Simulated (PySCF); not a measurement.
A calculated (M06-2X, PySCF 2.14, aug-cc-pVDZ, no relativity, point nucleus) atom or ion has these occupied shells.

```csv
shell,electrons,orbital energy (eV),"rms radius, mean of both spins (bohr)"
1s α,1,-1303.8,0.152
1s β,1,-1303.6,0.152
2s α,1,-99.544,0.760
2s β,1,-99.353,0.760
2p α,3,-63.776,0.776
2p β,3,-63.769,0.776
3s α,1,-13.772,2.99
```

(1) Name the element and its charge.

Answers

(1) Mg⁺ (magnesium, charge +1), in [Ne] 3s1, 2S determinant.
